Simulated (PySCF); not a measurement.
**Interval between two levels of P by level of theory**

P [Ne] 3s2 3p3 [4S3/2, M_J = 3/2] → P [Ne] 3s2 3p2 4s1 [4P5/2, M_J = 5/2], as a difference of total energies. Calculation: PySCF 2.14, in x2c-SVPall-2c with one added diffuse shell each of s, p type (5s5p1d, 25 functions); the two-component X2C-1e Hamiltonian. Correlated levels: [Ne] frozen. "Screened" scales the spin-orbit matrix elements by Boettger's factors to mimic the two-electron term; Breit and QED terms are absent.

| method | interval between two levels (cm⁻¹) |
| --- | --- |
| GHF (spin-free) | 57221 |
| GMP2 (spin-free) | 57655 |
| GHF (screened spin-orbit) | 57389 |
| GMP2 (screened spin-orbit) | 57822 |

Errors of the correlated levels include the incompleteness of this basis and the frozen core.

The labels give the starting determinants; with spin-orbit coupling the two ends relaxed to ⟨J²⟩ = 3.75, ⟨L²⟩ = 0.00, ⟨S²⟩ = 3.75 and ⟨J²⟩ = 8.76, ⟨L²⟩ = 2.01, ⟨S²⟩ = 3.75.

The promoted electron is Rydberg-like, and one or two diffuse shells describe it only roughly, which tends to raise the upper state.

For comparison: 56340 cm⁻¹ (measured; NIST Handbook of Basic Atomic Spectroscopic Data (Sansonetti and Martin, J. Phys. Chem. Ref. Data 34, 1559 (2005))).
